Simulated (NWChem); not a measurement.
Molecule: H3BO2; SMILES OBO

```xyz
6

B     -0.4687    -0.0204     0.0000
H     -1.6792    -0.0123     0.0000
O      0.1556    -1.2191     0.0000
H      1.1155    -1.1202     0.0000
O      0.2730     1.1205     0.0000
H     -0.2651     1.9165     0.0000
```
Atoms are numbered in this order, from 1.

Program: NWChem. The geometry was optimised at PBE0/def2-SVP. Isolated, static molecule.

GIAO at PBE0/pcSseg-1: principal shieldings of O3 are 92.3, 255.6, 273.5 ppm; an isolated water molecule has σ = 334.6 ppm at the same levels.

**Question.** Find the isotropic 17O shift, its principal values, the span and the skew.

**Answer.** 
1. σ(iso) = one third of the sum = 207.1 ppm.
2. δ = σ(reference) − σ = 127.5 ppm against water.
3. δ11, δ22, δ33 = 242.3, 79.0, 61.1 ppm.
4. Span Ω = δ11 − δ33 = 181.2 ppm; skew κ = 3(δ22 − δ(iso))/Ω = -0.80.
